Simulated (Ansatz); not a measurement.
Species: C₄H₆N₂Si, charge 0, multiplicity 1. SMILES: [SiH3]c1cnccn1
Structure (B3LYP-D3(BJ)/def2-TZVP (Ansatz, an electronic-structure program) minimum search):
```
C
N 1 1.3457
C 2 1.3273 1 117.26
H 3 1.0847 2 117.29 1 -180.00
C 3 1.3929 4 120.88 2 180.00
N 5 1.3289 3 121.78 4 -180.00
C 6 1.3329 5 116.28 3 0.00
H 5 1.0846 6 117.31 7 -180.00
H 7 1.0847 6 116.54 5 180.00
Si 1 1.8852 2 116.15 3 -180.00
H 10 1.4791 1 109.62 2 -60.10
H 10 1.4791 11 109.49 1 -120.29
H 10 1.4819 11 109.66 12 -120.35
```

Quantity: vertical electron affinity (to the doublet state of charge -1; a negative value means that the extra electron is unbound and the number depends on the basis; each state is the SCF solution reached for its spin; for the singlet the Hartree-Fock reference is unstable and T1 is 0.012), in eV. Correlated levels leave the core frozen unless marked. Open shells are spin-unrestricted. Spin-orbit coupling is left out. No relativistic terms. Anions need diffuse functions: aug- sets have them; def2-D sets add few. 

```json
[
 {"level": "HF/aug-cc-pV(D+d)Z", "program": "Ansatz", "vertical electron affinity (eV)": "-0.63"},
 {"level": "HF/aug-cc-pV(Q+d)Z", "program": "Ansatz", "vertical electron affinity (eV)": "-0.46"},
 {"level": "r2SCAN/def2-TZVPD", "program": "Ansatz", "vertical electron affinity (eV)": "0.14"},
 {"level": "B3LYP/def2-TZVPD", "program": "Ansatz", "vertical electron affinity (eV)": "0.11"},
 {"level": "MP2/aug-cc-pV(D+d)Z", "program": "Ansatz", "vertical electron affinity (eV)": "-0.35"},
 {"level": "SCS-MP2/aug-cc-pV(D+d)Z", "program": "Ansatz", "vertical electron affinity (eV)": "-0.40"}
]
```
